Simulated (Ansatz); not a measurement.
Start from `C#CC[TeH]` and change one atom or group to get `C#CCC`.

Ansatz, PBE0-D4/def2-TZVP geometries, multiplicity 1. 

Elements past krypton have def2 core potentials.

| property | `C#CC[TeH]` |
| --- | --- |
| zero-point energy (PBE0-D4/def2-TZVP) / kJ/mol | 139.0 |
| HOMO–LUMO gap (PBE0/def2-TZVPP) / eV | 5.24 |
| size of the dipole moment (PBE/def2-TZVPP) / D | 0.82 |
| HOMO–LUMO gap (PBE/def2-TZVPP) / eV | 3.34 |
| LUMO energy (B3LYP/def2-TZVPP) / eV | -1.28 |
| LUMO energy (PBE0/def2-TZVPP) / eV | -1.06 |

Task: What does the change do to each property? (An estimate is asked.)

Result: Ansatz gave: 
```
                                      property  `C#CCC`  shift
zero-point energy (PBE0-D4/def2-TZVP) / kJ/mol    222.7   83.7
          HOMO–LUMO gap (PBE0/def2-TZVPP) / eV     8.62   3.38
size of the dipole moment (PBE/def2-TZVPP) / D     0.86   0.04
           HOMO–LUMO gap (PBE/def2-TZVPP) / eV     6.48   3.14
           LUMO energy (B3LYP/def2-TZVPP) / eV     0.65   1.93
            LUMO energy (PBE0/def2-TZVPP) / eV     0.96   2.02
```

With PBE0 the HOMO falls by 1.37 eV and the LUMO rises by 2.02 eV, so the gap widens by about 3.39 eV. PBE moves the HOMO by -1.20 eV and ωB97M-V by -1.51 eV. The zero-point energy changes by 83.7 kJ/mol with +6 modes. Dipoles are sizes alone; their direction can turn.

B3LYP here is the variant with VWN-RPA as its local correlation; programs differ in this.

Spin–orbit coupling is left out; it splits and shifts lone-pair levels of the heavy atoms by tenths of an eV.
